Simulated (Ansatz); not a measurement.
H2AlFGe, SMILES `[F][Ge][AlH2]` (excited triplet) (charge 0, multiplicity 3). This triplet is an excited state, 0.42 eV above the relaxed singlet at the level frozen-core CCSD(T)/cc-pVTZ // B3LYP-D3(BJ)/def2-TZVP (Ansatz, a quantum-chemistry and plane-wave program).

Level of theory: Ansatz with LDA/cc-pVTZ // B3LYP-D3(BJ)/def2-TZVP.

Ansatz 0.2 input:
```yaml
crystal:
  periodic: [false, false, false]
  atoms:
    - { symbol: F, position_ang: [2.532909, 0.693718, -0.135146] }
    - { symbol: Ge, position_ang: [1.506132, -0.703993, 0.226628] }
    - { symbol: Al, position_ang: [-0.908345, -0.082882, 0.002899] }
    - { symbol: H, position_ang: [-1.272766, 1.3919, -0.409401] }
    - { symbol: H, position_ang: [-1.85793, -1.298743, 0.315018] }
basis:
  gaussian: { orbitals: cc-pVTZ }
hamiltonian:
  xc: lda
magnetization:
  spin_polarized: true
  initial_magnetization: 2
```

Output:

```
Functional definition: SPW92
896 factors; their error is unknown
mean field evaluation 1: about -65731.0423 eV, gradient 2.9e1 eV
mean field evaluation 2: about -65693.8203 eV, gradient 1.1e2 eV
mean field evaluation 4: about -65733.3197 eV, gradient 8.0e0 eV
mean field evaluation 8: about -65733.7303 eV, gradient 1.5e-1 eV
mean field evaluation 16: about -65733.7129 eV, gradient 1.1e-4 eV
mean field -65733.71294232 eV, -2415.6693947193 hartree, gradient 2.7e-5 eV, S^2 2.001490; 0 other end points of the search recorded, 0 dependent functions left out
reference -65733.71298038 eV, -2415.6693961180 hartree; 29, 27 occupied and 106, 108 virtual orbitals, 896 factors
Total energy: -65733.71298038 eV, -2415.6693961180 hartree
```
